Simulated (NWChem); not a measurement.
System: TiOF2; SMILES [Ti]([F])(=[O])[F]

NWChem printed, in part:

```
             Northwest Computational Chemistry Package (NWChem) 7.3.0
             --------------------------------------------------------

 CS  symmetry detected

                             Geometry "geometry" -> ""
                             -------------------------

 Output coordinates in angstroms (scale by  1.889725989 to convert to a.u.)

  No.       Tag          Charge          X              Y              Z
 ---- ---------------- ---------- -------------- -------------- --------------
    1 Ti                  22.0000     0.03141607    -0.12664794     0.00000000
    2 O                    8.0000     1.59366354     0.12008336     0.00000000
    3 F                    9.0000    -0.74669233     0.10142154     1.57457000
    4 F                    9.0000    -0.74669233     0.10142154    -1.57457000

 Effective nuclear repulsion energy (a.u.)     217.8313414108

      Symmetry information
      --------------------

 Group name             Cs
 Group number              2
 Group order               2
 No. of unique centers     3

                                 NWChem DFT Module
                                 -----------------

 Summary of "ao basis" -> "ao basis" (spherical)
 ------------------------------------------------------------------------------
       Tag                 Description            Shells   Functions and Types
 ---------------- ------------------------------  ------  ---------------------
 Ti                         def2-svp                11       31   5s3p2d1f
 O                          def2-svp                 6       14   3s2p1d
 F                          def2-svp                 6       14   3s2p1d

      Symmetry analysis of basis
      --------------------------

        a'         45
        a"         28

            General Information
            -------------------
          SCF calculation type: DFT
          Wavefunction type:  closed shell.
          No. of atoms     :     4
          No. of electrons :    48
           Alpha electrons :    24
            Beta electrons :    24
          Charge           :     0
          Spin multiplicity:     1
          Use of symmetry is: on ; symmetry adaption is: on
          Maximum number of iterations: 150
          AO basis - number of functions:    73
                     number of shells:    29
          Convergence on energy requested:  1.00D-06
          Convergence on density requested:  1.00D-05
          Convergence on gradient requested:  5.00D-04

              XC Information
              --------------
                       M06-2X Method XC Functional
                     Hartree-Fock (Exact) Exchange  0.540
                        M06-2X Exchange Functional  1.000
                      M06-2X Correlation Potential  1.000

             Grid Information
             ----------------
          Grid used for XC integration:  coarse
          Radial quadrature: Mura-Knowles
          Angular quadrature: Lebedev.
          Tag              B.-S. Rad. Rad. Pts. Rad. Cut. Ang. Pts.
          ---              ---------- --------- --------- ---------
          Ti                  1.40       95           9.0       302
          O                   0.60       35           7.0       302
          F                   0.50       35           7.0       302
          Grid pruning is: on
          Number of quadrature shells:   165
          Spatial weights used:  Erf1

      Superposition of Atomic Density Guess
      -------------------------------------

 Sum of atomic energies:       -1121.53472319

      Non-variational initial energy
      ------------------------------

 Total energy =   -1121.149893
 1-e energy   =   -1976.804800
 2-e energy   =     637.823566
 HOMO         =      -0.487207
 LUMO         =      -0.099569

      Symmetry analysis of molecular orbitals - initial
      -------------------------------------------------

  Numbering of irreducible representations:

     1 a'          2 a"

  Orbital symmetries:

     1 a'          2 a'          3 a"          4 a'          5 a'
     6 a'          7 a"          8 a'          9 a'         10 a'
    11 a"         12 a'         13 a'         14 a"         15 a'
    16 a'         17 a"         18 a"         19 a'         20 a'
    21 a"         22 a'         23 a"         24 a'         25 a'
    26 a'         27 a"         28 a'         29 a'         30 a"
    31 a'         32 a'         33 a"         34 a'

     ---------------------------------------------
      Total Density - Mulliken Population Analysis
     ---------------------------------------------

    Atom       Charge   Shell Charges
 -----------   ------   -------------------------------------------------------
    1 Ti  22    19.08   2.00  2.00  2.00  0.12  0.00  6.00  6.01  0.14  0.40  0.34  0.06
    2 O    8     9.39   1.99  1.17  0.75  3.39  2.07  0.01
    3 F    9     9.77   1.99  1.16  0.80  3.62  2.19  0.00
    4 F    9     9.77   1.99  1.16  0.80  3.62  2.19  0.00

[...]

                         DFT ENERGY GRADIENTS

    atom               coordinates                        gradient
                 x          y          z           x          y          z
   1 Ti      0.059368  -0.239330   0.000000   -0.013555  -0.003492   0.000000
   2 O       3.011587   0.226925   0.000000    0.012614   0.002619   0.000000
   3 F      -1.411044   0.191659   2.975506    0.000470   0.000437   0.000225
   4 F      -1.411044   0.191659  -2.975506    0.000470   0.000437  -0.000225
```

Level: M06-2X/def2-SVP. All runs use the structure optimised with PBE0/def2-SVP.

Q: Which NWChem input produces such a log?

A: Several could match; the one computed here: the input that was run:
```
start job
memory heap 200 mb stack 900 mb global 1100 mb
geometry units angstroms noautoz
  Ti     0.024679    -0.076325     0.000000
  O      1.581534     0.202415     0.000000
  F     -0.757946     0.135728    -1.574570
  F     -0.757946     0.135728     1.574570
end
basis spherical
  * library def2-svp
end
dft
  xc m06-2x
  grid coarse
  iterations 150
  mulliken
end
task dft gradient
```
